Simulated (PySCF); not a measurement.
Cl₃Sb, SMILES [Cl][Sb-]([Cl])[Cl], charge -1, multiplicity 2. Geometry: PBE-D3(BJ)/def2-SVPD. The def2 effective core potentials stand for the cores of Sb; spin–orbit coupling is left out.

Computed equilibrium geometry at PBE-D3(BJ)/def2-SVPD (PySCF confirms it by a frequency run) as a Z-matrix, and its point group:
point group C2v.
```
Sb
Cl 1 2.4798
Cl 1 2.6435 2 97.13
Cl 1 2.6435 2 97.13 3 180.00
```
Charge -1, spin multiplicity 2.
